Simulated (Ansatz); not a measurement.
Consider the ligand exchange at the Hf–S bond: `C[N](C)[Hf]([F])([SH])[Cl]` + H₂Se → `C[N](C)[Hf]([F])([Cl])[SeH]` + H₂S.

Calculated with Ansatz (gas phase, PBE0-D4/def2-TZVP geometries, no zero-point term in ΔE). CBS: MP2 limit from def2 TZ/QZ plus the TZ coupled-cluster correction, frozen cores. This one scheme is used for every species. DFT in def2-TZVPP. HSE06 is defined as in plane-wave codes. Elements past krypton have def2 core potentials. For Hf, Se outer-core shells are correlated without core-valence functions, which leaves a few kJ/mol of doubt a bond. Scalar relativity is left out up to krypton. Each species was taken in one conformer, which may not be the lowest.

`C[N](C)[Hf]([F])([SH])[Cl]`:

Z-matrix (Å, degrees):
```
Hf
F 1 1.900
N 1 1.991 2 107.6
S 1 2.457 2 111.1 3 115.1
C 1 3.118 2 86.8 3 2.0
C 1 2.940 2 133.4 3 -4.4
Cl 1 2.362 2 112.6 3 -120.6
H 4 1.345 1 92.6 2 -113.8
H 5 1.092 1 81.3 2 6.5
H 5 1.098 1 123.4 2 112.3
H 5 1.098 1 122.4 2 -99.4
H 6 1.097 1 124.1 2 -71.2
H 6 1.097 1 73.8 2 -171.3
H 6 1.098 1 125.0 2 88.6
```

H₂Se:

```xyz
3

Se    0.482    0.064   -0.481
H     0.500   -0.050    0.981
H    -0.982   -0.014   -0.500
```

`C[N](C)[Hf]([F])([Cl])[SeH]`:

```xyz
14

C     0.315    1.353   -0.839
N     0.109    0.418    0.249
C    -0.222    1.057    1.502
Hf    0.322   -1.525   -0.114
F     0.369   -2.437    1.553
Cl    2.236   -1.917   -1.441
Se   -1.856   -2.029   -1.406
H     0.556    0.828   -1.769
H     1.144    2.039   -0.623
H    -0.587    1.949   -1.022
H     0.575    1.743    1.819
H    -1.149    1.637    1.415
H    -0.361    0.314    2.291
H    -1.453   -3.430   -1.616
```

H₂S:

```xyz
3

S     0.302    0.213   -0.497
H    -0.397    0.798    0.487
H     0.095   -1.011    0.010
```

```json
{"species": "`C[N](C)[Hf]([F])([SH])[Cl]`", "HSE06 energy (Eh)": "-1141.22667"}
{"species": "H₂Se", "HSE06 energy (Eh)": "-2402.46555"}
{"species": "`C[N](C)[Hf]([F])([Cl])[SeH]`", "HSE06 energy (Eh)": "-3144.44186"}
{"species": "H₂S", "HSE06 energy (Eh)": "-399.25468"}
```

(1) Work out ΔE.

Largest T1 diagnostic among the species: 0.015.

## Answers

(1) ΔE = (-3144.44186) + (-399.25468) − (-1141.22667) − (-2402.46555) = -0.00432 Eh = -2.7 kcal/mol. CCSD(T)/CBS gives -3.5 kcal/mol.

Leaving LDA and LC-ωPBE aside and taking each functional with its dispersion term where it has one, the values, not all of them listed here, spread over 2.1 kcal/mol, from PBE-QIDH to B97M-V.
